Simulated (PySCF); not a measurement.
Screening by computed properties: pick the candidate that meets the target.

All species are isolated and taken at one optimised geometry, non-relativistic unless stated; the electronic structure was computed with PySCF and density fitting.

The conformers computed, where there is a choice (atom-mapped SMILES and torsion angles):
- `[O:1]=[CH:2][N:3][SiH:4]1[CH2:5][SiH2:6][CH2:7]1`: O1–C2–N3–Si4 36°, C2–N3–Si4–C5 166°
- `[CH3:1][NH:2][c:3]1[cH:4][cH:5][c:6]([CH:7][O-:8])[s:9]1`: C1–N2–C3–C4 92°, C5–C6–C7–O8 0°
- `[CH2:1][C@@:2]([F:3])([S:4][CH3:5])[C:6](=[O:7])[O:8][CH3:9]`: C1–C2–S4–C5 -79°, C1–C2–C6–O7 -26°, C2–C6–O8–C9 178°
- `[SiH3:1][S:2][C@H:3]1[CH:4][O:5][CH2:6]1`: Si1–S2–C3–C4 -28°

Task: Wanted: smallest rotational constant below 0.8 GHz (GFN2-xTB) and isotropic g value above 2.004 (unrestricted B3LYP/pcH-1, mean-field spin–orbit), at GFN2-xTB geometries. Which candidate meets both?
A. `[SiH2]1C[SiH]([N]C=O)C1` [radical]
B. `[SiH3]S[C@H]1[CH]OC1` [radical]
C. `CNc1ccc([CH][O-])s1` [radical]
D. `[CH2][C@@](F)(SC)C(=O)OC` [radical]

Result: C. Computed values:
```
                           species  smallest rotational constant  isotropic g value
     CNc1ccc([CH][O-])s1 [radical]                     0.699 GHz            2.00496
 [SiH2]1C[SiH]([N]C=O)C1 [radical]                     0.848 GHz            2.00485
[CH2][C@@](F)(SC)C(=O)OC [radical]                     0.902 GHz            2.00471
    [SiH3]S[C@H]1[CH]OC1 [radical]                     1.439 GHz            2.00343
```
